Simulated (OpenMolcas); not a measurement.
Eu4+: effect of the basis set

```json
{
 "Program": "OpenMolcas",
 "Method": "MS-CASPT2, IPEA 0.25 Eh, imaginary shift 0.1 Eh (closed shells correlated: 5s 5p)",
 "Active space": "5 electrons in 7 orbitals (4f)",
 "State averaging": "2S+1 = 6 odd, 21 roots; 2S+1 = 4 odd, 224 roots (128 in the spin-orbit step); 2S+1 = 2 odd, 249 roots kept (CI in the orbitals of an earlier block, 143 in the spin-orbit step)",
 "Spin-orbit coupling": "state interaction with AMFI integrals over the reference wave functions, term energies averaged over their components"
}
```

A. ANO-R1 [7s5p3d2f], X2C, finite nucleus; CASPT2 step about 80 core-seconds
B. ANO-RCC-VDZP [7s6p4d2f1g], DKH2, point nucleus; CASPT2 step of the order of 70 core-seconds
C. ANO-R2 [8s6p4d3f1g], X2C, finite nucleus; CASPT2 step of the order of 2.1 core-minutes
D. ANO-RCC-VTZP [8s7p5d3f2g1h], DKH2, point nucleus; CASPT2 step roughly 4 core-minutes
E. ANO-R3 [9s8p6d5f3g1h], X2C, finite nucleus; CASPT2 step about 7 core-minutes
F. ANO-RCC-VQZP [9s8p6d4f3g2h], DKH2, point nucleus; CASPT2 step about 12 core-minutes

Energies in cm⁻¹ above 4f⁵ ⁶H°_5/2.

```csv
Level,A,B,C,D,E,F
4f⁵ ⁶H°_5/2,0.0,0.0,0.0,0.0,0.0,0.0
4f⁵ ⁶H°_7/2,1199,1389,1425,1432,1413,1404
4f⁵ ⁶H°_9/2,2610,3010,3080,3090,3050,3030
4f⁵ ⁶H°_11/2,4160,4780,4880,4890,4830,4800
4f⁵ ⁶H°_13/2,5800,6640,6770,6780,6680,6660
4f⁵ ⁶H°_15/2,7500,8550,8710,8700,8580,8560
4f⁵ ⁶F°_1/2,7780,8250,8240,7960,7840,7900
4f⁵ ⁶F°_3/2,8070,8560,8550,8260,8130,8200
4f⁵ ⁶F°_5/2,8650,9210,9210,8910,8770,8840
4f⁵ ⁶F°_7/2,9660,10370,10390,10090,9930,10000
4f⁵ ⁶F°_9/2,11030,11950,12010,11710,11530,11590
4f⁵ ⁶F°_11/2,12670,13820,13910,13620,13410,13460
4f⁵ ⁴F°_3/2(1),21870,23070,22850,22200,21820,22040
4f⁵ ⁴G°_7/2(1) [58 %],23590,25030,24830,24200,23800,24010
4f⁵ ⁴M°_15/2 [69 %],23990,26260,26190,26000,26000,26000
4f⁵ ⁴I°_9/2(1),24140,25970,25820,25420,25140,25290
4f⁵ ⁴I°_11/2(1) [74 %],24740,26650,26520,26130,25880,26000
4f⁵ ⁴I°_13/2(1) [57 %],25470,27480,27350,26970,26750,26850
4f⁵ ⁴M°_17/2,25930,28480,28460,28310,28330,28280
4f⁵ ⁴F°_5/2(1) [50 %],26100,27850,27690,27050,26610,26810
4f⁵ ⁴G°_9/2(1) [72 %],26700,28510,28350,27710,27270,27470
4f⁵ ⁴I°_15/2(1) [55 %],26830,29110,29040,28700,28470,28550
4f⁵ ⁴M°_19/2,27680,30470,30490,30350,30350,30280
4f⁵ ⁴M°_21/2,29170,32180,32230,32090,32080,32010
```

Among A to F the level of the table that moves most is 4f⁵ ⁴M°_21/2, by 3100 cm-1 (lowest in A, highest in C). Moves below CASPT2's spread within the term are not significant.

CASPT2 breaks the degeneracy within a term, and the mean is taken; among the terms shown or strongly mixed into the levels shown the widest spread is 240 cm-1 (4f⁵ ⁶H°, F). Blocks of more than 70 roots (2S+1 = 4 odd, 2 odd) ran without multistate coupling. High states are left out of the spin-orbit mixing, which shifts the levels that they would mix with. The basis is small and was not contracted for so high a charge (holds for A; B). Only configurations of the active space appear. The table leaves out levels that lie high or whose names do not pair safely across all columns.

A share in square brackets marks a mixed level and gives the weight of the term that names it, the lowest over the columns. A number in round brackets counts repeated terms of one configuration in the order of the reference energies. ° marks odd parity.
